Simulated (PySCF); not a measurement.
## Which method gave which barrier?

Saddle point of AlH₃OF₂, singlet (AlHOF₂ ([OH][Al]([F])[F]) + H₂ → AlHF₂ ([F][AlH][F]) + H₂O (still joined by a long Al–O bond); bonds formed: Al1–H6, O2–H5; bonds broken: H5–H6; bonds weakened to dative contacts: Al1–O2), PBE0-D4/def2-TZVP structure:

```
7
angstrom
Al -0.5985 -0.2074 -0.3129
O 1.1721 0.1416 -0.1240
F -0.9699 -1.6296 -1.0360
F -1.4795 1.1425 -0.6330
H 0.6239 -0.0702 0.9637
H -0.2996 -0.3937 1.3924
H 1.5514 1.0169 -0.2501
```

PySCF 2.14 with density fitting (its default auxiliary sets; JK sets also for MP2 and CCSD(T)); basis: def2-TZVPP, with def2-QZVPP for the basis limit; cores frozen in the correlated methods. Extrapolation: Hartree–Fock as exp(−7.88 √X), correlation as X^−2.97. Four methods, as single points on the PBE0-D4 structures, gave these electronic barriers from the start structure: 20.67, 22.28, 25.02, 32.21 kcal/mol.

Q: The methods were, in alphabetical order, BLYP-D4, HF, MP2, r2SCAN-D4. Which gave which? (Judge from chemistry; the calculation decides.)

A: By the calculation: r2SCAN-D4 20.67; BLYP-D4 22.28; MP2 25.02; HF 32.21 kcal/mol. For comparison, CCSD(T) at an estimated basis limit (MP2 extrapolated from triple and quadruple zeta, plus CCSD(T) − MP2 in triple zeta) gives 25.08 kcal/mol.

No T1 diagnostic of these runs exceeds 0.013.

Labels in which every atom is bracketed show which atoms are joined, not bond orders.

For scale, one of the runs: CCSD(T)/def2-TZVPP, 177 basis functions, launched by `OMP_NUM_THREADS=4 python run.py`. Time: 4.4 min of wall clock on 4 CPU threads of an Arm Neoverse V1; the host was shared. Peak host memory: 2 GiB.
